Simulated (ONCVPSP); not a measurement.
PBEsol ONCV dataset for xenon, scalar-relativistic all-electron reference.

```json
{
 "Element": "xenon",
 "Generator": "ONCVPSP 4.0.1",
 "Type": "optimised norm-conserving Vanderbilt (ONCV)",
 "Functional": "PBEsol",
 "Relativity": "scalar-relativistic",
 "Frozen core": "[Ar] 3d10",
 "Valence charge": "26",
 "Reference configuration": "4s2 4p6 4d10 5s2 5p6",
 "Partial waves": "4s+5s: rc 1.10 bohr, ncon 5, nbas 9, qcut 11.4 1/bohr, 3 projectors, debl 1.9 Ha; 4p+5p: rc 1.20 bohr, ncon 3, nbas 7, qcut 10.4 1/bohr, 2 projectors; 4d: rc 1.25 bohr, ncon 3, nbas 8, qcut 13.8 1/bohr, 2 projectors, debl 1.6 Ha",
 "Local potential": "polynomial inside 1.00 bohr (lpopt 3, dvloc0 4 Ha)",
 "Core correction": "Teter function, fcfact 5.5, rcfact 1.7"
}
```

In the d channel the program set the typed energies aside and used -2.180, 0.250 Ha.

Poles of the logarithmic derivatives, all-electron (AE) and pseudo (PS). s: poles at -6.0 (AE) and -6.0 (PS) Ha. p: poles at -4.2 (AE) and -4.2 (PS) Ha. d: poles at -1.0 (AE) and -1.0 (PS) Ha. Test radii: s 1.12, p 1.22, d 1.27 bohr.

- Cutoffs needed: 59 Ha and 69 Ha (the cutoffs (Ha) at which the residual kinetic energy of the hardest occupied pseudo-wave falls to 1 and 0.1 mHa per electron)
- Ghost test: no bound ghost flagged; GHOST(+) flags only above 600 eV
- Largest excitation error: -17 meV (all-electron minus pseudo) for 4s2 4p6 4d10 5s2 5p3, out of 4 test configurations
- rms error of d²Exc/dni dnj: 2.42 mHa without and 3.36 mHa with the model core
